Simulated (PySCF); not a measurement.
# Telling isomers of C7H7Cl3 apart by NMR

Calculated, not measured (PySCF 2.14): PBE0/pcSseg-1 with gauge-including orbitals, geometry: GFN2-xTB. Single conformer, non-relativistic Hamiltonian, isolated molecule, one averaged value for each set of equivalent atoms.

Referencing at the same level of theory: 1H (σref 31.72) and 13C (σref 186.93) against TMS. Where no couplings were computed, multiplicities follow the n + 1 count of equivalent neighbours, and m marks all less simple cases (inequivalent or close neighbours, rings, F or P nearby). Shifts are as computed. Against solution values, carbons near 30 ppm lie about +3 ppm off and those near 130 ppm about +5 ppm; carbons on Cl a further +6 ppm. Of 1211 compounds with measured shifts, 218 miss one by over three times the rms of a fit or turn the order of signals round; such compounds aren't used in these exercises. Carbons bonded to Cl come out too deshielded.

(1) Tabulate the signals of `C=C/C=C\C=C/C(Cl)(Cl)Cl`, `C=C/C=C/C=C/C(Cl)(Cl)Cl`, `C=C/C=C(Cl)/C=C/C(Cl)Cl` and their relative energies.

(2) What is the quickest way to tell C=C/C=C\C=C/C(Cl)(Cl)Cl from C=C/C=C(Cl)/C=C/C(Cl)Cl?

(3) What is the quickest way to tell C=C/C=C\C=C/C(Cl)(Cl)Cl from C=C/C=C/C=C/C(Cl)(Cl)Cl?

(4) What is the quickest way to tell C=C/C=C/C=C/C(Cl)(Cl)Cl from C=C/C=C(Cl)/C=C/C(Cl)Cl?

Results:

(1) 
```tsv
SMILES	carbon types	δC	δH	E rel. (kcal/mol)
C=C/C=C\C=C/C(Cl)(Cl)Cl	1×C 5×CH 1×CH2	144.3, 141.9, 138.3, 136.9, 132.1, 132.1, 117.1	7.39 (m, 1H), 7.19 (m, 1H), 6.88 (m, 1H), 6.58 (m, 1H), 6.48 (d, 1H), 5.84 (m, 1H), 5.82 (m, 1H)	13.2
C=C/C=C/C=C/C(Cl)(Cl)Cl	1×C 5×CH 1×CH2	149.0, 145.0, 142.1, 139.6, 137.4, 130.3, 119.5	6.97 (m, 1H), 6.74 (m, 1H), 6.72 (m, 1H), 6.45 (m, 1H), 6.17 (d, 1H), 5.79 (m, 1H), 5.72 (m, 1H)	7.4
C=C/C=C(Cl)/C=C/C(Cl)Cl	1×C 5×CH 1×CH2	142.2, 141.3, 141.2, 141.0, 134.5, 131.4, 86.3	7.33 (m, 1H), 6.63 (m, 1H), 6.48 (d, 1H), 6.19 (d, 1H), 6.16 (d, 1H), 5.83 (m, 1H), 5.79 (m, 1H)	0.0
```

Energies are electronic energies at PBE0/pcSseg-1 on these geometries, without zero-point or thermal terms, each for the one conformer computed, which needn't be the lowest.

(2) Both give the same number of carbon signals, with the same numbers of each carbon type, so the positions decide. The first has an allylic fully substituted sp3 carbon bonded to 3 Cl (C) at 117.1 ppm, the second an allylic sp3 CH bonded to 2 Cl at 86.3 ppm. Their most deshielded carbons lie at 144.3 and 142.2 ppm.

(3) Both give the same number of carbon signals, with the same numbers of each carbon type, so the positions decide. The first has an alkene CH at 132.1 ppm, the second an alkene CH at 149.0 ppm. Their most deshielded carbons lie at 144.3 and 149.0 ppm. In the proton spectra the most deshielded non-exchanging signals are 7.39 (m, 1H) and 6.97 (m, 1H).

(4) Both give the same number of carbon signals, with the same numbers of each carbon type, so the positions decide. The first has an allylic fully substituted sp3 carbon bonded to 3 Cl (C) at 119.5 ppm, the second an allylic sp3 CH bonded to 2 Cl at 86.3 ppm. Their most deshielded carbons lie at 149.0 and 142.2 ppm.
